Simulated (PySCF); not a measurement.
CH4BrInO2 (SMILES C[O][In]([OH])[Br]), singlet, geometry from GFN2-xTB (such geometries of metal compounds can be far from the true shape) (all electrons, no relativity), with bond 4-3 at 2.4 times its length; CASSCF(2,4)/STO-3G (PySCF).

PySCF was given this input:
```python
from pyscf import gto, scf, mcscf
import numpy

mol = gto.Mole()
mol.atom = '''
    In   -0.27362228   -0.32403794    0.09156771
    Br    0.98619544    1.80178721    0.05343092
    O    -1.66418729   -0.63145784    1.43101716
    H    -2.03319898    1.12375804    2.86390932
    O     0.10569484   -1.81518014   -1.17511620
    C    -0.69341185   -2.97204667   -1.15483546
    H    -1.68372556   -2.78943390   -1.58594865
    H    -0.16676131   -3.70712966   -1.77113667
    H    -0.81250863   -3.38262753   -0.14606511
'''
mol.basis = 'sto-3g'
mol.verbose = 4
mol.build()

mf = scf.RHF(mol)
mf.kernel()
mc = mcscf.CASSCF(mf, 4, 2)
mc.fix_spin_(ss=0.0)
mc.kernel()
occ = numpy.linalg.eigvalsh(mc.fcisolver.make_rdm1(mc.ci, mc.ncas, mc.nelecas))[::-1]
ss = mc.fcisolver.spin_square(mc.ci, mc.ncas, mc.nelecas)[0]
print('natural occupations', occ.round(4), ' <S^2>', round(ss, 4))
```

The log (banner, timings and long lists left out):

```
PySCF version 2.14.0

[INPUT] verbose = 4
[INPUT] num. atoms = 9
[INPUT] num. electrons = 110
[INPUT] charge = 0
[INPUT] spin (= nelec alpha-beta = 2S) = 0
[INPUT] symmetry False subgroup None
[INPUT] Mole.unit = angstrom
[INPUT] Symbol           X                Y                Z      unit          X                Y                Z       unit  Magmom
[...]
nuclear repulsion = 829.697894308331
number of shells = 32
number of NR pGTOs = 192
number of NR cGTOs = 64
basis = sto-3g
ecp = {}

******** <class 'pyscf.scf.hf.RHF'> ********
method = RHF
initial guess = minao
damping factor = 0
level_shift factor = 0
DIIS = <class 'pyscf.scf.diis.CDIIS'>
diis_start_cycle = 1
diis_space = 8
diis_damp = 0
SCF conv_tol = 1e-09
SCF conv_tol_grad = None
SCF max_cycles = 50
direct_scf = True
direct_scf_tol = 1e-13
Set gradient conv threshold to 3.16228e-05
Initial guess from minao.
init E= -8395.29552601229
[...]
cycle= 1 E= -8414.26132048946  delta_E=  -19  |g|= 0.697  |ddm|= 3.74
[...]
cycle= 2 E= -8413.76927541672  delta_E= 0.492  |g|= 1.42  |ddm|= 3.18
[...]
cycle= 3 E= -8414.6395981663  delta_E= -0.87  |g|= 0.384  |ddm|= 1.69
[...]
cycle= 4 E= -8414.70856587509  delta_E= -0.069  |g|= 0.118  |ddm|= 0.538
[...]
cycle= 5 E= -8414.71533330682  delta_E= -0.00677  |g|= 0.0212  |ddm|= 0.233
[...]
cycle= 6 E= -8414.71560822573  delta_E= -0.000275  |g|= 0.0106  |ddm|= 0.0485
[...]
cycle= 7 E= -8414.71568631628  delta_E= -7.81e-05  |g|= 0.00171  |ddm|= 0.0294
[...]
cycle= 8 E= -8414.71568996521  delta_E= -3.65e-06  |g|= 0.000742  |ddm|= 0.00655
[...]
cycle= 9 E= -8414.71569083681  delta_E= -8.72e-07  |g|= 0.000384  |ddm|= 0.003
[...]
cycle= 10 E= -8414.71569124075  delta_E= -4.04e-07  |g|= 0.00032  |ddm|= 0.00177
[...]
cycle= 11 E= -8414.71569193673  delta_E= -6.96e-07  |g|= 0.0002  |ddm|= 0.00408
[...]
cycle= 12 E= -8414.71569232839  delta_E= -3.92e-07  |g|= 6.67e-05  |ddm|= 0.00509
[...]
cycle= 13 E= -8414.71569234852  delta_E= -2.01e-08  |g|= 4.67e-05  |ddm|= 0.000788
[...]
cycle= 14 E= -8414.71569235912  delta_E= -1.06e-08  |g|= 3.24e-05  |ddm|= 0.000445
[...]
cycle= 15 E= -8414.71569236718  delta_E= -8.06e-09  |g|= 1.94e-05  |ddm|= 0.000588
[...]
cycle= 16 E= -8414.71569236829  delta_E= -1.11e-09  |g|= 8.93e-06  |ddm|= 0.000202
[...]
cycle= 17 E= -8414.71569236849  delta_E= -2.02e-10  |g|= 2.06e-06  |ddm|= 0.000103
[...]
Extra cycle  E= -8414.7156923685  delta_E= -5.46e-12  |g|= 1.26e-06  |ddm|= 6.34e-06
converged SCF energy = -8414.7156923685

[...]
CASCI E = -8414.90973777240  S^2 = 0.0000000
[...]
macro iter   3 ( 21 JK    4 micro), CASSCF E = -8414.93296773999  dE = -3.52794814e-07  S^2 = 0.0000000
               |grad[o]|=0.00025  |grad[c]|=8.67e-05  |ddm|=0.000123  |maxRot[o]|=0.314
macro iter   4 ( 21 JK    4 micro), CASSCF E = -8414.93296833673  dE = -5.96735845e-07  S^2 = 0.0000000
               |grad[o]|=0.000189  |grad[c]|=9.16e-05  |ddm|=5.46e-05  |maxRot[o]|=0.314
macro iter   5 (  6 JK    1 micro), CASSCF E = -8414.93296854545  dE = -2.08723577e-07  S^2 = 0.0000000
               |grad[o]|=0.000141  |grad[c]|=9.4e-05  |ddm|=3.78e-05  |maxRot[o]|=0.0799
macro iter   6 (  6 JK    1 micro), CASSCF E = -8414.93296878252  dE = -2.37070708e-07  S^2 = 0.0000000
               |grad[o]|=0.000124  |grad[c]|=9.83e-05  |ddm|=2.59e-05  |maxRot[o]|=0.0799
macro iter   7 (  6 JK    1 micro), CASSCF E = -8414.93296906162  dE = -2.79093001e-07  S^2 = 0.0000000
               |grad[o]|=0.000107  |grad[c]|=0.000116  |ddm|=4.38e-05  |maxRot[o]|=0.0783
macro iter   8 (  6 JK    1 micro), CASSCF E = -8414.93296930586  dE = -2.44237526e-07  S^2 = 0.0000000
               |grad[o]|=8.7e-05  |grad[c]|=0.00011  |ddm|=2.9e-05  |maxRot[o]|=0.0799
macro iter   9 (  6 JK    1 micro), CASSCF E = -8414.93296952419  dE = -2.18336936e-07  S^2 = 0.0000000
               |grad[o]|=7.18e-05  |grad[c]|=9.67e-05  |ddm|=3.17e-05  |maxRot[o]|=0.0799
macro iter  10 (  6 JK    1 micro), CASSCF E = -8414.93296972101  dE = -1.96821929e-07  S^2 = 0.0000000
               |grad[o]|=5.88e-05  |grad[c]|=8.33e-05  |ddm|=2.29e-05  |maxRot[o]|=0.0799
macro iter  11 (  6 JK    1 micro), CASSCF E = -8414.93296989261  dE = -1.71599822e-07  S^2 = 0.0000000
               |grad[o]|=4.75e-05  |grad[c]|=6.75e-05  |ddm|=2.59e-05  |maxRot[o]|=0.0799
macro iter  12 (  5 JK    1 micro), CASSCF E = -8414.93296999717  dE = -1.04559149e-07  S^2 = 0.0000000
               |grad[o]|=3.5e-05  |grad[c]|=4.01e-05  |ddm|=1.5e-05  |maxRot[o]|= 0.06
macro iter  13 (  1 JK    1 micro), CASSCF E = -8414.93296999717  dE =  0.00000000e+00  S^2 = 0.0000000
               |grad[o]|=2.61e-05  |grad[c]|=1.03e-06  |ddm|=1.12e-06  |maxRot[o]|=    0
1-step CASSCF converged in  13 macro (125 JK  25 micro) steps
CASSCF canonicalization
Density matrix diagonal elements [1.25405401e+00 7.43887376e-01 1.66451954e-05 2.04197016e-03]
CASSCF energy = -8414.93296999717
CASCI E = -8414.93296999717  E(CI) = -1.17218528826015  S^2 = 0.0000000
natural occupations [1.2553 0.7447 0.     0.    ]  <S^2> 0.0
```
